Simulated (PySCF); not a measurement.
CH3CdFS, singlet, at a GFN2-xTB geometry (such geometries of metal compounds can be far from the true shape) (core potentials on Cd); DF-HF/def2-SVPD (PySCF).

The PySCF input:
```python
from pyscf import gto, scf

mol = gto.Mole()
mol.atom = '''
    Cd   -0.44806731    0.16738176    0.64297214
    F    -1.40488734    0.97663133   -0.91864523
    S     1.49413471   -0.86276799   -0.24435546
    C     1.15454970   -0.36406498   -1.96567938
    H     0.20428211   -0.78565173   -2.29163257
    H     1.96654581   -0.77252425   -2.55916192
    H     1.14693557    0.72284739   -2.04029722
'''
mol.basis = 'def2-svpd'
mol.ecp = {'Cd': 'def2-svpd'}
mol.verbose = 4
mol.max_memory = 1800
mol.build()

mf = scf.RHF(mol)
mf = mf.density_fit(auxbasis='def2-universal-jkfit')
mf.kernel()
```

It wrote (shortened):

```
PySCF version 2.14.0

[INPUT] verbose = 4
[INPUT] num. atoms = 7
[INPUT] num. electrons = 54
[INPUT] charge = 0
[INPUT] spin (= nelec alpha-beta = 2S) = 0
[INPUT] symmetry False subgroup None
[INPUT] Mole.unit = angstrom
[INPUT] Symbol           X                Y                Z      unit          X                Y                Z       unit  Magmom
[INPUT]  1 Cd    -0.448067310000   0.167381760000   0.642972140000 AA   -0.846724501271   0.316305684648   1.215041250326 Bohr   0.0
[INPUT]  2 F     -1.404887340000   0.976631330000  -0.918645230000 AA   -2.654852308469   1.845565738370  -1.735987890338 Bohr   0.0
[INPUT]  3 S      1.494134710000  -0.862767990000  -0.244355460000 AA    2.823505395106  -1.630395210141  -0.461764896442 Bohr   0.0
[INPUT]  4 C      1.154549700000  -0.364064980000  -1.965679380000 AA    2.181782730199  -0.687983103745  -3.714595676905 Bohr   0.0
[INPUT]  5 H      0.204282110000  -0.785651730000  -2.291632570000 AA    0.386037240048  -1.484666598991  -4.330557935433 Bohr   0.0
[INPUT]  6 H      1.966545810000  -0.772524250000  -2.559161920000 AA    3.716232992311  -1.459859257085  -4.836115137216 Bohr   0.0
[INPUT]  7 H      1.146935570000   0.722847390000  -2.040297220000 AA    2.167394109822   1.365983596957  -3.855602958511 Bohr   0.0

nuclear repulsion = 232.425721793753
number of shells = 52
number of NR pGTOs = 198
number of NR cGTOs = 128
basis = def2-svpd
ecp = {'Cd': 'def2-svpd'}

******** <class 'pyscf.df.df_jk.DFRHF'> ********
method = DFRHF
initial guess = minao
damping factor = 0
level_shift factor = 0
DIIS = <class 'pyscf.scf.diis.CDIIS'>
diis_start_cycle = 1
diis_space = 8
diis_damp = 0
SCF conv_tol = 1e-09
SCF conv_tol_grad = None
SCF max_cycles = 50
direct_scf = False
Set gradient conv threshold to 3.16228e-05
Initial guess from minao.
******** <class 'pyscf.df.df.DF'> ********
auxbasis = def2-universal-jkfit
init E= -688.50990116559
  HOMO = -0.586543785186342  LUMO = -0.575384704953163  gap/eV = 0.30365
cycle= 1 E= -702.259415472252  delta_E= -13.7  |g|= 1.82  |ddm|= 4.98
  HOMO = -0.13163065708051  LUMO = -0.0164079390284486  gap/eV = 3.13537
cycle= 2 E= -702.722834514349  delta_E= -0.463  |g|= 1.48  |ddm|= 4.82
  HOMO = -0.310496266578014  LUMO = -0.0379533567334676  gap/eV = 7.41627
cycle= 3 E= -703.181993568645  delta_E= -0.459  |g|= 0.132  |ddm|=  1.6
  HOMO = -0.344576717764894  LUMO = -0.0403100268944101  gap/eV = 8.27952
cycle= 4 E= -703.192795093647  delta_E= -0.0108  |g|= 0.0539  |ddm|= 0.383
  HOMO = -0.341027991938603  LUMO = -0.0354586599609021  gap/eV = 8.31497
cycle= 5 E= -703.194443196748  delta_E= -0.00165  |g|= 0.0259  |ddm|= 0.119
  HOMO = -0.338402320886567  LUMO = -0.0354564048722281  gap/eV = 8.24358
cycle= 6 E= -703.194969709092  delta_E= -0.000527  |g|= 0.00888  |ddm|= 0.0762
  HOMO = -0.337437152669918  LUMO = -0.036281516077814  gap/eV = 8.19486
cycle= 7 E= -703.195071088451  delta_E= -0.000101  |g|= 0.00346  |ddm|= 0.0379
  HOMO = -0.336558907761209  LUMO = -0.0366516409533588  gap/eV = 8.16089
cycle= 8 E= -703.1950897696  delta_E= -1.87e-05  |g|= 0.00133  |ddm|= 0.0176
  HOMO = -0.336388553804785  LUMO = -0.0367249688788291  gap/eV = 8.15426
cycle= 9 E= -703.195091890942  delta_E= -2.12e-06  |g|= 0.00045  |ddm|= 0.00561
  HOMO = -0.33633115939985  LUMO = -0.0367372372269372  gap/eV = 8.15237
cycle= 10 E= -703.195092134366  delta_E= -2.43e-07  |g|= 0.000123  |ddm|= 0.00183
  HOMO = -0.336308510900278  LUMO = -0.0367408141105656  gap/eV = 8.15165
cycle= 11 E= -703.195092149962  delta_E= -1.56e-08  |g|= 3.62e-05  |ddm|= 0.000486
  HOMO = -0.336308609085585  LUMO = -0.0367407047359976  gap/eV = 8.15166
cycle= 12 E= -703.195092150776  delta_E= -8.14e-10  |g|= 1.33e-05  |ddm|= 8.7e-05
  HOMO = -0.336307397141185  LUMO = -0.036740691092831  gap/eV = 8.15163
Extra cycle  E= -703.195092150898  delta_E= -1.22e-10  |g|= 6.51e-06  |ddm|= 2.91e-05
converged SCF energy = -703.195092150898
```
